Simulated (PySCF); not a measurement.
**Correlation energy of Rh (rhodium, neutral)**

[Kr] 4d8 5p1, one real determinant (an excited configuration). All numbers are calculated (PySCF 2.14, a scalar-relativistic core potential, in def2-TZVPPD with the def2 core potential (28 electrons) (6s4p3d2f1g, 56 functions)). Frozen: nothing; 17 electrons correlated.

| level | correlation energy (mhartree) |
| --- | --- |
| CCSD | -501.70 |
| (T) | -15.09 |
| CCSD(T) | -516.79 |

Diagnostics: T1 = 0.015, D1 = 0.0771, largest double amplitude 0.038.

The real determinant used has ⟨L²⟩ near 14 against 20 for a pure G term, so it mixes terms.

Cost of the coupled-cluster step: roughly 15 core-seconds, for 17 correlated electrons.

The reference is one real determinant that mixes LS terms of this configuration.

The basis has no tight functions for the innermost shells, so their pair energies are far from complete.

This basis was not built for core-valence correlation, so the inner-shell part is incomplete.
